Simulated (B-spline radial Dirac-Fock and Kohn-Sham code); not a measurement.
L-shell conversion coefficients of Sn against transition energy

Level of theory: a Dirac-Hartree-Slater potential of the neutral atom with a Latter tail (no hole, which puts coefficients of high multipoles low close above an edge), finite nucleus with surface currents; a radial B-spline solver. Subshells within 1 keV of threshold and pair formation are left out.

```
energy (keV)        E2        E4        M1        M3        M4        M5
        12.8      6970  1.46e+08      26.7  2.07e+06  2.73e+08  2.25e+10
        19.6       819  8.86e+06      7.49    140000  1.19e+07  7.45e+08
          20       740  7.74e+06      7.05    123000  1.03e+07  6.34e+08
        22.5       411  3.52e+06      4.96     59600  4.38e+06  2.47e+08
        23.9       305  2.34e+06      4.15     41200  2.84e+06  1.53e+08
        35.8      41.8    152000      1.25      3660    164000  6.23e+06
        40.6      22.7     64900     0.861      1760     68600  2.33e+06
        41.6      20.2     55000     0.802      1530     58000  1.93e+06
          50      8.42     15800     0.467       536     16600    466000
        55.1      5.33      8150     0.351       311      8670    222000
          65      2.48      2660     0.217       125      2910     63400
          77      1.15       847     0.133      50.2       970     17900
         100     0.361       147    0.0627      12.8       186      2660
         103     0.318       121    0.0576      11.0       155      2150
         105     0.293       107    0.0546      9.95       138      1880
         200    0.0209      1.69   0.00911     0.439      3.15      23.0
         379   0.00208    0.0429   0.00169    0.0282     0.114     0.471
         386   0.00196    0.0390   0.00162    0.0263     0.104     0.425
         390   0.00190    0.0369   0.00158    0.0252    0.0994     0.401
         493  0.000903    0.0116  0.000876    0.0102    0.0336     0.113
         500  0.000866    0.0108  0.000846   0.00968    0.0315     0.105
         728  0.000301   0.00216  0.000341   0.00255   0.00646    0.0165
         953  0.000155  0.000813  0.000182   0.00106   0.00232   0.00504
        1000  0.000138  0.000692  0.000163  0.000913   0.00195   0.00413
        1430  6.38e-05  0.000235  7.40e-05  0.000319  0.000582   0.00105
        1520  5.63e-05  0.000198  6.49e-05  0.000269  0.000480  0.000843
        1710  4.46e-05  0.000145  5.05e-05  0.000195  0.000335  0.000563
        2000  3.31e-05  9.81e-05  3.65e-05  0.000129  0.000212  0.000338
        2060  3.13e-05  9.13e-05  3.43e-05  0.000120  0.000195  0.000308
```

Task: How fast do they fall between 1710 and 2060 keV?

Result: As powers of the energy: E2 E^-1.90, E4 E^-2.50, M1 E^-2.07, M3 E^-2.61, M4 E^-2.91, M5 E^-3.23. Within one type (E or M) the higher multipoles fall faster.

Values without a named source are computed, but for edge energies of neutral atoms, which are taken from tables.
